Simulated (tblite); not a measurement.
A geometry optimisation, step by step.

Compound: C7H5BrO4S.
Bonds: C1–S2, S2–O3 (double), S2–O4 (double), S2–C5, C5–C6 (double), C6–C7, C7–O8 (double), C7–C9, C9–Br10, C9–C11 (double), C11–C12, C12–O13 (double), C5–C12. Hydrogens: H14, H15, H16 on C1; H17 on C6; H18 on C11.

Computed with GFN2-xTB (tblite), gas phase: L-BFGS steps from a force-field or distance-geometry start until the largest atomic force falls under 0.01 eV/Å. 6 of its 89 geometries are shown.

Step 0: E = -1116.2890 eV, largest atomic force 2.848 eV/Å
```
atom  x, y, z in Å  |  force x, y, z in eV/Å
C1     -2.663   -0.743   -0.512   -1.265  -0.572  -0.287
S2     -1.829    0.366    0.576   -2.385   0.521   1.467
O3     -2.033   -0.115    1.944    0.354   0.759  -1.240
O4     -2.261    1.707    0.212    0.553  -0.881   0.588
C5     -0.134    0.244    0.249    1.725   0.357  -0.247
C6      0.619    1.308    0.544    0.370  -0.092   0.017
C7      2.086    1.317    0.343    0.901   1.487   0.547
O8      2.732    2.326    0.619   -0.518  -1.431  -0.481
C9      2.708    0.063   -0.179   -0.700   0.253   0.118
Br10    4.550    0.027   -0.420    0.255   0.176   0.034
C11     1.938   -0.995   -0.469   -0.138  -0.062   0.030
C12     0.472   -0.984   -0.285    0.204  -0.689  -0.259
O13    -0.173   -1.973   -0.580    0.012   0.209   0.113
H14    -2.517   -1.773   -0.198    0.085   0.160  -0.085
H15    -3.742   -0.502   -0.447    0.605  -0.059   0.004
H16    -2.331   -0.571   -1.521    0.115  -0.018  -0.187
H17     0.212    2.227    0.966   -0.045  -0.307  -0.215
H18     2.357   -1.923   -0.853   -0.126   0.190   0.082
```

Step 18: E = -1116.5482 eV, largest atomic force 0.073 eV/Å
```
atom  x, y, z in Å  |  force x, y, z in eV/Å
C1     -2.749   -0.753   -0.535    0.009  -0.016  -0.024
S2     -1.876    0.358    0.586   -0.012   0.031   0.039
O3     -2.018   -0.097    1.938    0.022  -0.062   0.032
O4     -2.245    1.712    0.294   -0.010   0.053  -0.024
C5     -0.085    0.246    0.220    0.020  -0.003  -0.009
C6      0.655    1.309    0.534   -0.011  -0.025  -0.035
C7      2.123    1.335    0.359   -0.004   0.046   0.030
O8      2.806    2.296    0.608    0.010  -0.026  -0.005
C9      2.699    0.067   -0.169   -0.031   0.028   0.013
Br10    4.561    0.108   -0.393    0.021  -0.020  -0.008
C11     1.956   -1.008   -0.465    0.002   0.029  -0.003
C12     0.497   -1.012   -0.282    0.012  -0.029  -0.011
O13    -0.175   -1.989   -0.540   -0.003  -0.016   0.017
H14    -2.556   -1.769   -0.221   -0.005  -0.028  -0.022
H15    -3.805   -0.519   -0.471    0.011   0.045   0.040
H16    -2.381   -0.571   -1.535   -0.014  -0.001  -0.030
H17     0.193    2.211    0.914   -0.010  -0.027  -0.030
H18     2.391   -1.919   -0.854   -0.009   0.022   0.031
```

Step 35: E = -1116.5576 eV, largest atomic force 0.068 eV/Å
```
atom  x, y, z in Å  |  force x, y, z in eV/Å
C1     -2.778   -0.727   -0.548    0.011  -0.002  -0.018
S2     -1.859    0.331    0.589    0.042   0.022   0.020
O3     -1.954   -0.187    1.922   -0.020   0.000   0.005
O4     -2.236    1.696    0.360   -0.036   0.008   0.036
C5     -0.079    0.241    0.187    0.051  -0.001  -0.020
C6      0.647    1.322    0.472    0.004  -0.011  -0.001
C7      2.122    1.349    0.350   -0.031  -0.030  -0.003
O8      2.803    2.300    0.642   -0.029  -0.050  -0.036
C9      2.704    0.077   -0.165   -0.012   0.005   0.005
Br10    4.568    0.112   -0.381    0.016   0.013   0.003
C11     1.974   -1.012   -0.446   -0.013   0.019   0.022
C12     0.514   -1.033   -0.261    0.016  -0.012  -0.004
O13    -0.152   -2.024   -0.471    0.004   0.002  -0.004
H14    -2.594   -1.760   -0.286    0.011  -0.012  -0.004
H15    -3.822   -0.467   -0.423   -0.010  -0.014   0.009
H16    -2.453   -0.509   -1.556    0.014   0.020  -0.024
H17     0.157    2.224    0.814    0.029   0.003  -0.014
H18     2.429   -1.925   -0.810   -0.046   0.042   0.028
```

Step 53: E = -1116.5721 eV, largest atomic force 0.093 eV/Å
```
atom  x, y, z in Å  |  force x, y, z in eV/Å
C1     -2.756   -0.659   -0.597   -0.011  -0.039  -0.039
S2     -1.854    0.278    0.649    0.011   0.053   0.049
O3     -1.893   -0.407    1.909   -0.006   0.047  -0.080
O4     -2.273    1.650    0.608    0.042  -0.040   0.012
C5     -0.092    0.252    0.175    0.050   0.033   0.025
C6      0.630    1.355    0.369    0.008   0.001   0.017
C7      2.106    1.366    0.264   -0.011   0.012  -0.014
O8      2.792    2.325    0.513   -0.049   0.027  -0.027
C9      2.695    0.062   -0.148   -0.045  -0.016   0.005
Br10    4.560    0.090   -0.348    0.028  -0.007   0.002
C11     1.966   -1.043   -0.351   -0.017  -0.011  -0.015
C12     0.504   -1.043   -0.201   -0.016  -0.017   0.013
O13    -0.168   -2.035   -0.395    0.032  -0.025   0.003
H14    -2.465   -1.696   -0.491   -0.051   0.010  -0.062
H15    -3.812   -0.520   -0.394    0.000  -0.015   0.004
H16    -2.503   -0.265   -1.574   -0.001  -0.006   0.067
H17     0.141    2.280    0.643    0.022  -0.009   0.032
H18     2.414   -1.982   -0.644    0.012   0.003   0.010
```

Step 70: E = -1116.5851 eV, largest atomic force 0.050 eV/Å
```
atom  x, y, z in Å  |  force x, y, z in eV/Å
C1     -2.747   -0.601   -0.643   -0.016  -0.002   0.000
S2     -1.853    0.232    0.685    0.017   0.027   0.038
O3     -1.914   -0.538    1.892   -0.008   0.013  -0.022
O4     -2.265    1.605    0.735    0.025  -0.020   0.000
C5     -0.089    0.233    0.216    0.006  -0.004  -0.003
C6      0.625    1.346    0.377    0.002  -0.005   0.000
C7      2.091    1.384    0.172   -0.013  -0.038  -0.017
O8      2.752    2.389    0.236   -0.010   0.007   0.011
C9      2.694    0.056   -0.131    0.002  -0.014   0.009
Br10    4.565    0.075   -0.305   -0.032   0.012  -0.006
C11     1.973   -1.065   -0.280   -0.005  -0.003   0.001
C12     0.510   -1.066   -0.145    0.001   0.014   0.009
O13    -0.158   -2.063   -0.324    0.019   0.011  -0.015
H14    -2.397   -1.623   -0.709    0.015   0.020  -0.010
H15    -3.797   -0.569   -0.381   -0.020   0.003   0.014
H16    -2.571   -0.046   -1.556    0.017  -0.009  -0.005
H17     0.143    2.272    0.663   -0.012  -0.022  -0.015
H18     2.430   -2.016   -0.515    0.014   0.009   0.011
```

Step 88: E = -1116.5875 eV, largest atomic force 0.008 eV/Å
```
atom  x, y, z in Å  |  force x, y, z in eV/Å
C1     -2.747   -0.568   -0.650   -0.001   0.001   0.002
S2     -1.849    0.220    0.702   -0.005  -0.002   0.001
O3     -1.925   -0.578    1.889   -0.001   0.001   0.000
O4     -2.238    1.599    0.784    0.000  -0.002   0.001
C5     -0.089    0.211    0.224   -0.003   0.000  -0.001
C6      0.614    1.335    0.356    0.000   0.001   0.002
C7      2.076    1.383    0.143    0.002  -0.007  -0.002
O8      2.727    2.397    0.182    0.001   0.006   0.001
C9      2.692    0.053   -0.124    0.007  -0.002  -0.004
Br10    4.560    0.093   -0.306    0.000   0.001   0.002
C11     1.983   -1.077   -0.244    0.002   0.000   0.000
C12     0.518   -1.085   -0.130   -0.002  -0.003   0.000
O13    -0.144   -2.080   -0.335   -0.006  -0.001  -0.002
H14    -2.370   -1.576   -0.765    0.000  -0.001  -0.001
H15    -3.795   -0.576   -0.374    0.002   0.001   0.002
H16    -2.592    0.029   -1.538    0.001  -0.001  -0.001
H17     0.118    2.257    0.627   -0.001   0.005  -0.001
H18     2.452   -2.029   -0.452    0.005   0.001   0.001
```

Task: Summarise the path.

Result: The energy falls by 0.2985 eV from step 0 to step 88; nine tenths of that is first reached at step 35. It falls at every step. The largest force goes from 2.848 to 0.008 eV/Å. Among the bonds S2–C5 changes most, from 1.730 to 1.824 Å; the atoms move by 0.355 Å rms after alignment.

What follows is the cost of the whole relaxation. Hardware: one thread, Arm Neoverse N1 (aarch64), shared host with 64 logical CPUs at a one-minute load of 24. Cost: 1.8 s.
